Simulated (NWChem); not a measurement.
System: GeH$_{2}$SO, singlet; SMILES [Ge]([SH])[OH]

```xyz
5

Ge    -0.4421    -0.5514     0.0000
O      1.1604    -1.3295     0.0000
H      1.9365    -0.7554     0.0000
S      0.2670     1.6048     0.0000
H     -0.9852     2.1116     0.0000
```
Atoms are numbered in this order, from 1.

Program: NWChem. Low-valent species are run as closed-shell singlets; no triplet was tried in these runs. The geometry was optimised at PBE0/def2-SVP. Level: PBE0/def2-SVPD; rows give the wavelength of the field.

```json
[
 {"field": "static", "isotropic polarisability (bohr³)": "60.4", "anisotropy (bohr³)": "28.2"},
 {"field": "1065 nm", "isotropic polarisability (bohr³)": "61.4", "anisotropy (bohr³)": "29.0"},
 {"field": "589 nm", "isotropic polarisability (bohr³)": "63.9", "anisotropy (bohr³)": "31.1"}
]
```
